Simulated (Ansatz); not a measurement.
Pulling on the C1–Ga2 bond in CH5Ga (SMILES [CH3][GaH2]) (multiplicity 1 held, fragments rigid). Energies count from the point at 1.979 Å.
Geometry at that point (charge 0, multiplicity 1):
```xyz
7

C     -1.5610    -0.1228     0.0012
Ga     0.4126     0.0298    -0.0014
H     -1.9885     0.4992    -0.7883
H     -1.9013    -1.1488    -0.1314
H     -1.9536     0.2545     0.9494
H      1.0844     1.4547     0.0519
H      1.3352    -1.2460    -0.0469
```

R- and RO- levels are restricted; in cc, def2 and unpolarised 6-31G sets they are followed outwards from rest. U- levels take the lowest unrestricted solution at each point, which mixes spins at long bonds. Active spaces are followed from a long bond inwards. Curves can end on different states.

Correlated levels freeze the cores. Filled d and f shells under p-block atoms count as core.

Programs: Ansatz (Gaussian basis) for Hartree–Fock, density functionals and correlated methods. 

### Question
What energy at R = 6.334 Å does U-PBE/cc-pVTZ give?

### Answer
85.8 kcal/mol

### Question
Predict the energy at R = 6.334 Å from R-HF/cc-pVTZ.

### Answer
163.8 kcal/mol

### Question
Estimate the energy at R = 6.334 Å that FIC-MRCISD+Q on CASSCF(2,2)/cc-pVTZ returns for this input.

### Answer
85.0 kcal/mol

Doubts at one or more of the structures used: a restricted determinant that unrestricted orbitals would lower (R-HF/cc-pVTZ); a spin-contaminated determinant (U-PBE/cc-pVTZ).

Ansatz is an electronic-structure program.
